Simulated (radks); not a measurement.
Initial-state core-level shifts of the manganese ion Mn+ when its valence configuration changes from [Ar] 3d5 4s1. All-electron calculation, Dirac Kohn-Sham, BLYP, spin-unpolarised, spherical densities, point nucleus; open shells are shared between the two j in proportion to 2j + 1. Program: a radial shooting solver on a logarithmic mesh with Libxc functionals. Shifts are changes of the shell-averaged eigenvalues in eV (positive: less bound).

| valence | 2s | 2p | 3s | 3p |
|---|---|---|---|---|
| 3d5 4p1 | -1.335 | -1.337 | -1.393 | -1.391 |
| 3d6 | +5.627 | +5.563 | +5.020 | +4.861 |
| 3d4 4s1 4p1 | -8.740 | -8.658 | -7.620 | -7.401 |
| 3d4.5 4s1.5 | -3.481 | -3.443 | -2.987 | -2.887 |
| 3d4 4s2 | -7.385 | -7.304 | -6.244 | -6.032 |
| 3d3 4s2 4p1 | -17.695 | -17.516 | -14.747 | -14.274 |
| 3d3 4s1 4p2 | -18.958 | -18.774 | -16.005 | -15.522 |
| 3d5 4s0.5 4p0.5 | -0.677 | -0.678 | -0.707 | -0.706 |
| 3d5.5 4s0.5 | +3.039 | +3.005 | +2.679 | +2.592 |
